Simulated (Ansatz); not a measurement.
`CC(C)[SiH2]Cl` and `C[CH](C)[SbH2]` differ in one atom or group.

Ansatz, PBE0-D4/def2-TZVP geometries, multiplicity 1. Each molecule was computed in one conformer, which needn't be the lowest.

Elements past krypton have def2 core potentials.  Spin–orbit coupling is left out; it splits and shifts lone-pair levels of the heavy atoms by tenths of an eV.

```json
{"property": "HOMO–LUMO gap (PBE0/def2-TZVPP) / eV", "`CC(C)[SiH2]Cl`": "8.58"}
{"property": "HOMO energy (PBE/def2-TZVPP) / eV", "`CC(C)[SiH2]Cl`": "-6.93"}
{"property": "size of the dipole moment (PBE/def2-TZVPP) / D", "`CC(C)[SiH2]Cl`": "1.86"}
{"property": "LUMO energy (B3LYP/def2-TZVPP) / eV", "`CC(C)[SiH2]Cl`": "0.16"}
{"property": "ideal-gas entropy at 298 K and 1 bar (rigid rotor, harmonic PBE0-D4/def2-TZVP) / J/(mol·K)", "`CC(C)[SiH2]Cl`": "357"}
{"property": "HOMO–LUMO gap (B3LYP/def2-TZVPP) / eV", "`CC(C)[SiH2]Cl`": "8.16"}
```

**Question.** Give the same properties after the change, and the shifts. (Estimate.)

**Answer.** Computed: 
```
                                                                                  property  `C[CH](C)[SbH2]`  shift
                                                      HOMO–LUMO gap (PBE0/def2-TZVPP) / eV              6.57  -2.01
                                                         HOMO energy (PBE/def2-TZVPP) / eV             -5.80   1.13
                                            size of the dipole moment (PBE/def2-TZVPP) / D              1.02  -0.84
                                                       LUMO energy (B3LYP/def2-TZVPP) / eV             -0.46  -0.62
ideal-gas entropy at 298 K and 1 bar (rigid rotor, harmonic PBE0-D4/def2-TZVP) / J/(mol·K)               344    -13
                                                     HOMO–LUMO gap (B3LYP/def2-TZVPP) / eV              6.18  -1.98
```

With PBE0 the HOMO rises by 1.40 eV and the LUMO falls by 0.60 eV, so the gap narrows by about 2.00 eV. PBE moves the HOMO by 1.13 eV and ωB97M-V by 1.53 eV. The zero-point energy changes by -14.9 kJ/mol with -3 modes. Dipoles are sizes alone; their direction can turn.

B3LYP here is the variant with VWN-RPA as its local correlation; programs differ in this.
